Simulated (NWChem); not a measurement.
C$_{2}$H$_{5}$O$_{2}$, doublet; SMILES [O]CCO

```xyz
9

O      0.6165     1.4537    -0.1606
C     -0.4676     0.8097     0.2925
C     -0.5034    -0.6227    -0.3259
O      0.5344    -1.4458     0.0722
H     -0.4757     0.6773     1.3997
H     -1.4247     1.2838    -0.0218
H     -0.4451    -0.5230    -1.4197
H     -1.5038    -1.0275    -0.0727
H      0.4685    -1.5956     1.0213
```
Atoms are numbered in this order, from 1.

Program: NWChem. Pople sets run with spherical d functions. Spin-unrestricted. Coordinates come from a PBE0/def2-SVP, spin-unrestricted optimisation. No stability test was run on the SCF state. Total energies compare along this basis series because the functional is fixed.

| level | basis functions | energy (Ha) | highest occupied level (eV) | lowest empty minus highest occupied level, either spin (eV) | dipole (D) |
|---|---|---|---|---|---|
| PBE/STO-3G | 25 | -226.2507 | -1.23 | 0.60 | 2.37 |
| PBE/3-21G | 46 | -228.0283 | -4.64 | 0.50 | 3.23 |
| PBE/6-31G* | 66 | -229.2982 | -5.14 | 0.57 | 3.19 |
| PBE/6-311G** | 102 | -229.3760 | -5.36 | 0.57 | 3.25 |
| PBE/6-311++G** | 123 | -229.3884 | -5.73 | 0.57 | 3.52 |
| PBE/def2-TZVPD | 199 | -229.4139 | -5.73 | 0.62 | 3.31 |
